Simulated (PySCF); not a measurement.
## Working out the ionisation energy of S⁴⁺

S⁴⁺ [Ne] 3s2 (1S) → S⁵⁺ [Ne] 3s1 (2S). All numbers are calculated (PySCF 2.14, no relativity, point nucleus, in an even-tempered Gaussian basis (18 s from 0.13 bohr⁻², ratio 2.5; 12 p from 0.17 bohr⁻², ratio 2.5; 5 d from 0.94 bohr⁻², ratio 2.7; 5 f from 1.4 bohr⁻², ratio 2.7)). Frozen: 1s2; the 21 highest virtual orbitals dropped. Energies in hartree (1 hartree = 27.21139 eV):

```
            part  S⁴⁺ (lower)  S⁵⁺ (upper)
             UHF  -393.367723  -390.772614
CCSD correlation    -0.366313    -0.303522
             (T)    -0.003327    -0.001442
```

**Question.** What does Hartree-Fock give?

**Answer.** (-390.772614) − (-393.367723) = 2.595109 hartree = 70.617 eV.

**Question.** What do CCSD and CCSD(T) give?

**Answer.** The CCSD correlation energies differ by 0.062791 hartree = 1.709 eV and the triples by 0.001885 hartree = 0.051 eV, so CCSD gives 72.326 eV and CCSD(T) 72.377 eV.

Measured between the centres of the two terms (NIST): 72.594 eV, so CCSD(T) (outer shells) is off by -0.217 eV.

What remains against the reference includes basis incompleteness, the frozen core and higher excitations.
